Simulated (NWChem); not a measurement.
The numbers come from NWChem runs, not from measurements. System: BF, charge 1, spin multiplicity 4, at the geometry of a parent with another charge or spin, in a state set for the comparison that need not be this species' ground state. Its SCF solution wasn't tested for a lower state. Level: UMP2/def2-TZVP, 2 core orbitals frozen.

Job file:

```
start mol
memory heap 200 mb stack 900 mb global 1100 mb
charge 1
geometry units angstroms nocenter noautoz noautosym
  B      0.000000     0.000000     0.780897
  F      0.000000     0.000000    -0.433831
end
basis spherical
  * library def2-tzvp
end
scf
  uhf
  nopen 3
  maxiter 100
  thresh 1e-7
  semidirect memsize 60000000 filesize 0
  # guess.movecs holds the orbitals of an unrestricted PBE0 run
  vectors input guess.movecs output mol.movecs
end
mp2
  freeze core 2
end
task mp2 energy
```

Part of the output:

```
             Northwest Computational Chemistry Package (NWChem) 7.3.0
             --------------------------------------------------------

                                NWChem Input Module
                                -------------------

 Scaling coordinates for geometry "geometry" by  1.889725989
 (inverse scale =  0.529177249)

                             Geometry "geometry" -> ""
                             -------------------------

 Output coordinates in angstroms (scale by  1.889725989 to convert to a.u.)

  No.       Tag          Charge          X              Y              Z
 ---- ---------------- ---------- -------------- -------------- --------------
    1 B                    5.0000     0.00000000     0.00000000     0.78089700
    2 F                    9.0000     0.00000000     0.00000000    -0.43383100

 Effective nuclear repulsion energy (a.u.)      19.6035459831

            Nuclear Dipole moment (a.u.)
            ----------------------------
        X                 Y               Z
 ---------------- ---------------- ----------------
     0.0000000000     0.0000000000     0.0000113384


 Summary of "ao basis" -> "" (spherical)
 ------------------------------------------------------------------------------
       Tag                 Description            Shells   Functions and Types
 ---------------- ------------------------------  ------  ---------------------
 *                         def2-tzvp                  on all atoms

 Summary of "ao basis" -> "ao basis" (spherical)
 ------------------------------------------------------------------------------
       Tag                 Description            Shells   Functions and Types
 ---------------- ------------------------------  ------  ---------------------
 B                         def2-tzvp                11       31   5s3p2d1f
 F                         def2-tzvp                11       31   5s3p2d1f

                                 NWChem SCF Module
                                 -----------------

  ao basis        = "ao basis"
  functions       =    62
  atoms           =     2
[...]
  AO/Fock/Back tols     =   1.0D-09  1.0D-09  1.0D-09

 GA uses MA = F    GA memory limited = T

 Available:
  local mem=  1.26D+08
 global mem=  1.44D+08
 local disk=  0.00D+00
  mp2_memr nvloc                    54
  nvloc new                    54
   1 passes of   6:        4194304                      24035                   2156970.
   1 passes of   6: M    126153877           G      144171512           F     121959573.

 Semi-direct pass number   1 of   1  for UHF alpha       at        0.6s
  vrange nnbf                  1952
  mp2_eaftype                    10  avail_ma_in_mb                  1099
 EAF : mp2_eaftype filesize          10    1078485.
  mp2_eaf for mointskh                     10
Node 0 wrote      5.1 Mb in      0.0 s     Agg I/O rate:  1327.4 Mb/s
 Done moints_semi at        1.2s
  mp2_eaftype                    10  avail_ma_in_mb                  1089
 EAF : mp2_eaftype filesize          10    1078485.
  mp2_eaf for kh                    10
 Done maket at        1.3s
 Done multipass loop at        1.3s

 GA uses MA = F    GA memory limited = T

 Available:
  local mem=  1.26D+08
 global mem=  1.44D+08
 local disk=  0.00D+00
  mp2_memr nvloc                    57
  nvloc new                    57
   1 passes of   3:        4194304                      16388                   1141540.
   1 passes of   3: M    126153877           G      144171512           F     121959573.

 Semi-direct pass number   1 of   1  for UHF beta        at        1.3s
  vrange nnbf                  1952
  mp2_eaftype                    10  avail_ma_in_mb                  1099
 EAF : mp2_eaftype filesize          10     570770.
  mp2_eaf for mointskh                     10
Node 0 wrote      2.7 Mb in      0.0 s     Agg I/O rate:  1327.6 Mb/s
 Done moints_semi at        1.9s
  mp2_eaftype                    10  avail_ma_in_mb                  1089
 EAF : mp2_eaftype filesize          10     570770.
  mp2_eaf for kh                    10
 Done maket at        1.9s
 Done multipass loop at        1.9s

          -------------------------------------------
          SCF energy                -123.484056846009
          Correlation energy          -0.210147924167
          Singlet pairs                0.000000000000
          Triplet pairs                0.000000000000
          Total MP2 energy          -123.694204770176
          -------------------------------------------

          ---------------------------------------------------
                    Spin Component Scaled (SCS) MP2
          Same spin pairs                     -0.055304173168
          Same spin scaling factor             0.333333333333
          Opposite spin pairs                 -0.154843750999
          Opposite spin scaling fact.          1.200000000000
          SCS-MP2 correlation energy          -0.204247225588
          Total SCS-MP2 energy              -123.688304071598
          ---------------------------------------------------

 -----------------------
 Performance information
 -----------------------

 Timer overhead =  1.42D-07 seconds/call

               Nr. of calls         CPU time (s)                 Wall time (s)                GFlops
             ---------------    -------------------     ------------------------------   -------------------
Name         Min   Avg   Max    Min     Avg     Max     Min     Avg     Max   Mx/calls   Min     Max     Sum
mp2: moin     2     2     2    1.3     1.3     1.3      1.3     1.3     1.3    0.64      0.0     0.0     0.0
mp2: make     2     2     2   8.92E-2 8.92E-2 8.92E-2  8.92E-2 8.92E-2 8.92E-2 4.46E-2   0.0     0.0     0.0
mp2: tota     1     1     1    1.4     1.4     1.4      1.4     1.4     1.4     1.4      0.0     0.0     0.0

 The average no. of pstat calls per process was 5.00D+00
 with a timing overhead of 7.12D-07s

 Task  times  cpu:        1.9s     wall:        1.9s

 Total times  cpu:        2.0s     wall:        2.0s
```
